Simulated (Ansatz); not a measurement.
Species: C2H11Si3, net charge 0, doublet state. It need not be the lowest isomer of its formula. 
Geometry from a B3LYP-D3(BJ)/def2-TZVP (Ansatz, a quantum-chemistry and plane-wave program) optimisation:
```xyz
16

C     -1.0257    -1.1340     1.5089
Si    -0.2633    -0.3089    -0.0068
C     -0.7690    -1.2473    -1.5681
Si    -0.9611     1.9209    -0.0843
Si     2.0756    -0.2871     0.1766
H     -2.1161    -1.1164     1.4510
H     -0.7279    -0.6280     2.4282
H     -0.7090    -2.1771     1.5770
H     -0.3437    -0.7890    -2.4619
H     -0.4212    -2.2823    -1.5176
H     -1.8552    -1.2581    -1.6770
H     -0.3463     2.7251    -1.1739
H     -2.4367     2.1202    -0.1174
H      2.6177    -1.6717     0.1701
H      2.6874     0.4488    -0.9588
H      2.5013     0.3683     1.4388
```
Charge 0, spin multiplicity 2.

Property: atomisation energy (electronic, to ground-state atoms), in eV. Cores are frozen in the correlated levels unless marked. UHF or UKS for open shells. Spin-orbit coupling is left out. Non-relativistic. The coupled-cluster limit lacks core correlation, which all-electron functionals hold. CBS marks a two-point X^-3 extrapolation of the correlation energy; Hartree-Fock from the larger set. [CCSD(T)-MP2]/basis is that difference in the basis named.

| level | program | atomisation energy (eV) |
|---|---|---|
| HF/6-31G | Ansatz | 38.00 |
| PBE-D3(BJ)/def2-TZVPD | Ansatz + dftd3 | 54.83 |
| BLYP-D3(BJ)/def2-TZVPD | Ansatz + dftd3 | 54.19 |
| PBE0/STO-3G | Ansatz | 71.49 |
| BHLYP/def2-TZVPD | Ansatz | 53.51 |
| HSE06-D4/def2-TZVPD | Ansatz + dftd4 | 54.66 |
| wB97X-V/def2-TZVPD | Ansatz | 55.02 |
| B2GP-PLYP-D3(BJ)/def2-TZVPD | Ansatz + dftd3 | 54.04 |
| RPA@PBE/cc-pV(T+d)Z | Ansatz | 51.41 |
| CCSD/STO-3G | Ansatz | 63.00 |
| CCSD/6-31G | Ansatz | 45.21 |
| CCSD(T)/6-31G* | Ansatz | 48.90 |
| CCSD(T)/cc-pV(T+d)Z | Ansatz | 53.42 |
| CCSD(T)/cc-pwCVTZ | Ansatz | 53.50 |
| RI-MP2/CBS(cc-pV(T+d)Z,cc-pV(Q+d)Z)+[CCSD(T)-MP2]/cc-pV(T+d)Z | Ansatz | 54.77 |
